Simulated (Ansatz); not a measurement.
`C[SiH](F)[SiH2]O` + `N[SiH](O)O` → `C[SiH](F)N[SiH](O)O` + `O[SiH3]`  (cleavage of the Si–Si bond)

Gas-phase electronic energies from Ansatz, PBE0-D4/def2-TZVP geometries. CBS: MP2 limit from def2 TZ/QZ plus the TZ coupled-cluster correction, frozen cores. This one scheme is used for every species. DFT in def2-TZVPP. B3LYP here is the variant with VWN-RPA as its local correlation; programs differ in this. One conformer a species, not always the lowest.

| level | ΔE (kcal/mol) | difference from CCSD(T)/CBS |
| --- | --- | --- |
| PBE-D4 | -18.7 | 5.3 |
| r2SCAN-D4 | -22.8 | 1.2 |
| B3LYP-D4 | -23.1 | 0.9 |
| ωB97X-V | -23.2 | 0.8 |
| ωB97M-V | -25.0 | -1.0 |
| r2SCAN | -22.6 | 1.4 |
| PBE0 | -20.0 | 4.0 |
| MP2/def2-TZVPP | -26.2 | -2.2 |
| SCS-MP2/def2-TZVPP | -26.0 | -2.0 |
| CCSD/def2-TZVPP | -24.7 | -0.7 |
| CCSD(T)/def2-TZVPP | -24.6 | -0.6 |
| HF/def2-QZVPP | -26.6 | -2.6 |
| MP2/def2-QZVPP | -25.9 | -1.9 |
| SCS-MP2/def2-QZVPP | -25.8 | -1.8 |
| HF/CBS(def2) | -26.6 | -2.6 |
| MP2/CBS(def2) | -25.6 | -1.6 |
| CCSD(T)/CBS | -24.0 | 0 |

Largest T1 diagnostic among the species: 0.012.

The D4 term adds −1.2 kcal/mol with B3LYP and −0.6 kcal/mol with PBE0; it sums over pairs of atoms, weighted by their polarisabilities, and B3LYP, whose exchange is more repulsive, gets the larger term. From PBE to PBE0 (25 % exact exchange), in def2-TZVPP and without D4, ΔE moves by −2.1 kcal/mol.
